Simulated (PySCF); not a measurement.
CH₄ClFOSi, SMILES C[Si](O)(F)Cl. Geometry: PBE-D3(BJ)/def2-SVP. The structure was generated by enumeration, and PubChem lists no compound with its InChIKey, so it may never have been made. Other conformers were not sampled.

Give the equilibrium geometry at PBE-D3(BJ)/def2-SVP (PySCF confirms it by a frequency run) as bond lengths and angles. (The exact figures need the calculation; the answer reports its results.)

This is not unique; one that fits is 
Atoms: C1 Si2 O3 F4 Cl5 H6 H7 H8 H9. Bonded distances (Å): C1–Si2 1.850, C1–H6 1.107, C1–H7 1.107, C1–H8 1.108, Si2–O3 1.659, Si2–F4 1.635, Si2–Cl5 2.077, O3–H9 0.973. Bond angles (°): Si2–C1–H6 110.4, Si2–C1–H7 110.4, Si2–C1–H8 110.2, H6–C1–H7 108.5, H6–C1–H8 108.6, H7–C1–H8 108.7, C1–Si2–O3 109.2, C1–Si2–F4 110.5, C1–Si2–Cl5 111.7, O3–Si2–F4 109.7, O3–Si2–Cl5 110.4, F4–Si2–Cl5 105.2, Si2–O3–H9 116.1.
